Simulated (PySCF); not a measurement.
P (phosphorus, neutral): UHF calculation

Configuration: [Ne] 3s2 3p3, high-spin 4S determinant. Calculation: PySCF 2.14, in dyall-av3z (19s12p3d2f, 84 functions); the spin-free X2C one-electron Hamiltonian (Gaussian nucleus).

```
Total energy                        : -341.536904 hartree
One-electron energy                 : -472.6282 hartree
Hartree (Coulomb) energy            : 153.8213 hartree
Exchange energy                     : -22.7300 hartree
⟨S²⟩                                : 3.7506
⟨L²⟩                                : 0.000
Sum of ⟨r⟩                          : 14.95 bohr
Sum of ⟨r²⟩                         : 30.23 bohr²
Langevin diamagnetic susceptibility : -23.9 ×10⁻⁶ cm³/mol
```

```tsv
shell	electrons	mean orbital energy (eV)	rms radius, mean of both spins (bohr)
1s α	1	-2182.4	0.120
1s β	1	-2181.8	0.120
2s α	1	-205.67	0.560
2s β	1	-205.07	0.560
2p α	3	-147.50	0.540
2p β	3	-146.36	0.540
3s α	1	-22.834	2.08
3s β	1	-15.221	2.08
3p α	3	-10.656	2.53
```

Densities and radii are taken from the X2C orbitals without a picture-change correction, which distorts them close to the nucleus.

Spin-orbit constants ζ (cm⁻¹) from the X2C one-electron operator on these orbitals: bare nucleus, nucleus screened by l(l+1)(2l+1)/3 electrons, and screened by the Breit-Pauli mean field of the electrons.

```json
{"shell": "2p", "bare": "5474", "screened nucleus": "4744", "mean field": "4416"}
{"shell": "3p", "bare": "290.2", "screened nucleus": "251.5", "mean field": "229.7"}
```
